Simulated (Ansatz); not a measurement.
Gas-phase electronic energies from Ansatz, PBE0-D4/def2-TZVP geometries. CCSD(T)/CBS adds triple-zeta CCSD(T) − MP2 to the extrapolated MP2 energy (def2 sets, frozen cores). This one scheme is used for every species. Functionals use def2-TZVPP. One conformer a species, not always the lowest.

Consider the ligand exchange at the Si–S bond: `N[SiH](O)S[SiH3]` + HCl → `N[SiH](O)Cl` + `[SiH3]S`.

(1) Is it downhill or uphill in electronic energy at CCSD(T)/CBS, and by how much? (Best estimate.)

(2) What do these levels give: LDA (SPW92), PBE-D4, r2SCAN-D4, ωB97M-V, r2SCAN0, CAM-B3LYP, MP2/def2-SVP, CCSD/def2-SVP, CCSD(T)/def2-SVP, HF/def2-QZVPP, MP2/def2-QZVPP, CCSD/CBS(def2)? (Estimate.)

(3) What do rigid-rotor, harmonic-oscillator terms from PBE0-D4/def2-TZVP frequencies (298.15 K, 1 bar) make of the CCSD(T)/CBS value? (Estimate.)

Largest T1 diagnostic among the species: 0.011.

Answers

(1) Computed: Downhill: ΔE = -0.39 eV.

(2) Computed: LDA (SPW92) -0.36, PBE-D4 -0.35, r2SCAN-D4 -0.40, ωB97M-V -0.41, r2SCAN0 -0.43, CAM-B3LYP -0.49, MP2/def2-SVP -0.37, CCSD/def2-SVP -0.40, CCSD(T)/def2-SVP -0.38, HF/def2-QZVPP -0.57, MP2/def2-QZVPP -0.38, CCSD/CBS(def2) -0.42 eV.

(3) Ansatz gave: ΔZPE = +0.03 eV, ΔH = -0.38 eV, ΔS = 18 J/(mol·K), ΔG = -0.44 eV. Modes under 50 cm⁻¹ make the entropy rough.

The D4 term adds +0.11 eV with B3LYP and +0.06 eV with PBE0; it sums over pairs of atoms, weighted by their polarisabilities, and B3LYP, whose exchange is more repulsive, gets the larger term. Leaving LDA and LC-ωPBE aside and taking each functional with its dispersion term where it has one, the values, not all of them listed here, spread over 0.14 eV, from B2PLYP to revPBE-D4. LDA lies +0.06 eV from PBE without D4. In def2-TZVPP, CCSD(T) changes the Hartree–Fock value by +0.18 eV (the triples alone add +0.03 eV) and MP2 by +0.19 eV.

B3LYP here is the variant with VWN-RPA as its local correlation; programs differ in this.
